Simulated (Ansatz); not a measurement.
H4HfO3S (`[OH][Hf]([OH])([OH])[SH]`). Charge 0, multiplicity 1. Hf takes the def2 core potential.

Cartesian coordinates in Å:
```
O 0.567 0.661 -1.656
Hf 0.100 0.026 0.096
O -0.254 -1.860 -0.007
O 1.434 0.418 1.415
S -1.926 1.218 0.880
H 0.787 0.651 -2.581
H -0.357 -2.758 0.290
H 2.248 0.711 1.812
H -2.600 0.932 -0.249
```

Problem. List the harmonic frequencies (cm⁻¹, unscaled) at PBE0-D4/def2-TZVP in Ansatz. (Best estimate.)

Solution. Computed: 66, 118, 126, 138, 159, 164, 173, 218, 233, 248, 268, 318, 342, 519, 682, 687, 714, 2694, 4014, 4018, 4022.

Problem. Is this a minimum?

Solution. Yes, all 21 modes are real.

Problem. Give the ideal-gas thermochemistry at 298.15 K and 1 bar (rigid rotor, harmonic oscillator; point group C1, symmetry number 1).

Solution. Zero-point energy 119.1 kJ/mol; H(298) − E = 150.1 kJ/mol; entropy 429.9 J/(mol·K), of which translation 178.3, rotation 117.7, vibration 133.8; G(298) − E = 22.0 kJ/mol. Modes under 100 cm⁻¹ are hindered rotations or soft bends, so the harmonic entropy is rough.

Problem. Rotational constants (cm⁻¹)?

Solution. 0.09205, 0.05589, 0.05473.
